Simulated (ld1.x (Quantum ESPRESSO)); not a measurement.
Varying the TM potential for Cr

Base potential:

* Element: Cr (Z = 24)
* Generator: ld1.x (Quantum ESPRESSO) 7.5
* Type: norm-conserving Troullier–Martins (Kleinman–Bylander form)
* Functional: PBEsol
* Relativity: scalar-relativistic
* Frozen core: [Ne]
* Valence charge: 14
* Reference configuration: 3s2 3p6 3d5 4s1 4p0
* Partial waves: 3p (bound): rc 0.80 bohr; 3d (bound): rc 1.35 bohr; 3s (bound): rc 1.10 bohr
* Local potential: the s channel
* Core correction: Bessel-smoothed model core inside 0.80 bohr

Occupied shells without a wave of their own: 4s. They enter only through the test configuration that unscreens the potential, and ld1.x also counts them in the model core charge.

Cutoffs, loose and tight: the cutoffs (Ry, on a coarse ladder) from which the occupation-weighted sum of valence levels, in a spherical-Bessel basis at the reference potential, stays within 10 and 1 mRy of its value at 400 Ry. They do not see the model core or the augmentation charge, which bear on the density cutoff. Test errors are all-electron minus pseudo excitation energies from the reference, over the configurations 3s2 3p6 3d5 4s0 4p0; 3s2 3p6 3d4 4s0 4p0; 3s2 3p6 3d3 4s0 4p0; 3s2 3p6 3d5 4s0 4p1; 3s2 3p6 3d4 4s2 4p0; 3s2 3p6 3d6 4s0 4p0; 3s2 3p6 3d5 4s0.5 4p0. A dash means not determined; rows that change the core or the reference have their own tests.

With those shells counted twice in exchange and correlation these files are broken, and their errors move erratically; no question is asked of them.

```tsv
change	outcome	cutoff, loose	cutoff, tight	bound ghosts	largest test error (meV)
base	generated	140 Ry	230 Ry	none	-964
wave 3s (bound): rc 1.10 bohr becomes 3s (bound): rc 1.12 bohr	generated	120 Ry	230 Ry	none	-1029
wave 3d (bound): rc 1.35 bohr becomes 3d (bound): rc 0.92 bohr	generated	200 Ry	260 Ry	none	-968
functional Wu–Cohen	generated	140 Ry	230 Ry	none	-1036
type PAW; waves now 3s (bound): rc 1.10 bohr; 4s (bound): rc 1.10 bohr; 3p (bound): rc 0.80 bohr; 4p (bound): rc 0.80 bohr; 3d (bound): rcut 1.15, rcutus 1.35 bohr; 3d channel at 3.1 Ry: rcut 1.15, rcutus 1.35 bohr; local potential all-electron potential smoothed inside 0.65 bohr (lloc = -2); augmentation BESSEL, radius 0.70 bohr	failed: invmat: error in DGETRF	–	–	–	–
wave 3p (bound): rc 0.80 bohr becomes 3p (bound): rc 0.98 bohr	generated	120 Ry	230 Ry	none	-964
all radii but the core radius scaled by about 0.90 (s 1.00, p 0.72, d 1.22 bohr)	generated	230 Ry	over 300 Ry	none	-793
```
